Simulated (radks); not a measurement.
The argon ion Ar2+ inside a hard spherical wall (all orbitals vanish at R), configuration held at [Ne] 3s2 3p4 and not refilled when levels cross. All-electron calculation, scalar-relativistic Kohn-Sham, PBE, spin-polarised, spherical densities, finite nucleus; open shells are filled with parallel spins first; Fermi nuclear charge, rms radius 3.4274 fm. Program: a radial shooting solver on a logarithmic mesh with Libxc functionals. Eigenvalues in eV for spin up, with the zero of energy where the potential of the charges vanishes at infinity; a dash marks a level that is unbound or too diffuse for the functional's potential to be trusted. A positive occupied level is held by the wall or, in an anion where self-interaction has pushed it up, behind a barrier. The pressure on the wall is -dE/dV.

R (bohr)  E (hartree)  kinetic (hartree)    e(2s)    e(2p)    e(3s)    e(3p)  e(3d, empty)  e(4s, empty)  pressure (GPa)
free       -527.63118            530.454  -327.06  -260.14  -51.661  -36.468       -15.513       -13.504               0
8          -527.63118            530.454  -327.06  -260.14  -51.661  -36.468       -15.511       -13.455        < 0.0001
5          -527.62981            530.471  -326.99  -260.07  -51.615  -36.419       -15.243       -11.012           0.351
4          -527.61098            530.646  -326.41  -259.48  -51.226  -35.976       -14.183        -4.819            7.80
3.5        -527.55650            531.053  -325.20  -258.26  -50.424  -35.035       -12.552         3.001            37.0
3          -527.36098            532.248  -322.12  -255.13  -48.258  -32.471        -8.858        18.797             180
2.5        -526.66377            535.644  -314.78  -247.64  -42.342  -25.565        -0.343        52.682             925
2          -524.12456            545.277  -298.43  -230.86  -24.987   -6.226        20.003        131.85            5370
